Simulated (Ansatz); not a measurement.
WN(NH2)3 (WN₄H₆). The state is a singlet with charge 0. Geometry r2SCAN-D4/def2-SVP, basis def2-TZVP, Ansatz.

| run | HOMO (eV) | LUMO (eV) |
| --- | --- | --- |
| A | -7.03 | -0.21 |
| B | -9.77 | 1.78 |
| C | -5.70 | -1.07 |
| D | -6.04 | -0.85 |
| E | -6.00 | -0.94 |

In the def2 sets W takes a core potential; there is no spin–orbit coupling. LC-ωPBE has ω = 0.4 bohr⁻¹. No other spin state of charge 0 was run.

The runs used B97M-V, LC-ωPBE, PBE, PBE0, r2SCAN. Estimate which is which.

A PBE0 (25 % exact exchange); B LC-ωPBE (range-separated); C PBE (0 % exact exchange); D B97M-V (0 % exact exchange); E r2SCAN (0 % exact exchange). Exact exchange lowers occupied and raises empty levels; among semilocal functionals meta-GGAs tend to open the gap a little, and such runs are hard to tell apart. The gap grows from 4.63 eV (PBE) to 11.55 eV (LC-ωPBE). The restricted singlet is unstable towards broken spin symmetry in Hartree–Fock (as tested in another run); at PBE0-D4/def2-TZVP, LC-ωPBE/def2-TZVP, PBE-D4/def2-TZVP, B97M-V/def2-TZVP and others this wasn't settled.
